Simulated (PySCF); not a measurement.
## W⁶⁰⁺ (tungsten, charge +60): Hartree-Fock from Schrödinger to Dirac-Coulomb

Occupied: 1s1/2, 2s1/2, 2p1/2, 2p3/2, 3s1/2, 3p1/2. Hartree-Fock calculated with PySCF 2.14 in an uncontracted even-tempered set (16 s from 8.3 bohr⁻², ratio 2.7; 14 p from 9.9 bohr⁻², ratio 2.7), Gaussian nucleus throughout. NR is non-relativistic, sf-X2C the spin-free one-electron X2C Hamiltonian, X2C adds the bare one-electron spin-orbit term, X2C-SNSO screens it by Boettger's factors, DC is four-component Dirac-Coulomb, and the Gaunt term is added at first order (total energies over the DC spinors, levels after relaxing the spinors in that mean field). QED terms are absent. Levels marked empty are virtual spinors of this ion; the basis has s and p functions only, so 3d, which can lie below the n = 4 levels, is absent.

```json
{"Hamiltonian": "X2C", "E (hartree)": "-12077.9076", "E − E(DC) (hartree)": "4.1767", "CPU seconds": "0.27"}
{"Hamiltonian": "X2C-SNSO", "E (hartree)": "-12076.3658", "E − E(DC) (hartree)": "5.7185", "CPU seconds": "0.27"}
{"Hamiltonian": "DC", "E (hartree)": "-12082.0843", "E − E(DC) (hartree)": "0.0000", "CPU seconds": "19"}
{"Hamiltonian": "DC+Gaunt", "E (hartree)": "-12066.4813", "E − E(DC) (hartree)": "15.6030", "CPU seconds": "32"}
```

```json
{"level (eV)": "1s1/2", "X2C": "-74741.9", "X2C-SNSO": "-74743.5", "DC": "-74828.0", "DC+Gaunt": "-74582.0"}
{"level (eV)": "2s1/2", "X2C": "-16826.7", "X2C-SNSO": "-16827.4", "DC": "-16839.5", "DC+Gaunt": "-16812.3"}
{"level (eV)": "2p1/2", "X2C": "-16365.3", "X2C-SNSO": "-16332.9", "DC": "-16340.7", "DC+Gaunt": "-16294.6"}
{"level (eV)": "2p3/2", "X2C": "-14913.2", "X2C-SNSO": "-14924.0", "DC": "-14932.6", "DC+Gaunt": "-14902.5"}
{"level (eV)": "3s1/2", "X2C": "-6754.1", "X2C-SNSO": "-6754.4", "DC": "-6757.3", "DC+Gaunt": "-6750.4"}
{"level (eV)": "3p1/2", "X2C": "-6597.3", "X2C-SNSO": "-6588.9", "DC": "-6591.0", "DC+Gaunt": "-6579.1"}
{"level (eV)": "3p3/2 (empty)", "X2C": "-6098.5", "X2C-SNSO": "-6101.4", "DC": "-6103.2", "DC+Gaunt": "-6095.8"}
{"level (eV)": "4s1/2 (empty)", "X2C": "-3517.3", "X2C-SNSO": "-3517.3", "DC": "-3518.3", "DC+Gaunt": "-3515.8"}
```

```csv
interval (eV),X2C,X2C-SNSO,DC,DC+Gaunt
2p3/2 − 2p1/2,1452,1409,1408,1392
```

Weight of the small component: 1s1/2 0.0779, 2s1/2 0.0181, 2p1/2 0.0181, 2p3/2 0.0164, 3s1/2 0.00698, 3p1/2 0.00693, 3p3/2 0.00643, 4s1/2 0.00329.

Koopmans' value for the highest occupied level at DC+Gaunt: 6579.1 eV, against an ionisation energy of 6596 ± 7 eV (semi-empirical (NIST evaluation); NIST Atomic Spectra Database, ionization energies); the former lacks relaxation, correlation, QED and recoil.

The whole ladder took 56 s of wall time on 1 thread of Intel(R) Xeon(R) Platinum 8259CL CPU @ 2.50GHz (shared host), launched as `OMP_NUM_THREADS=1 python relrun2.py TASK.json OUT` (a driver that calls PySCF for each Hamiltonian).
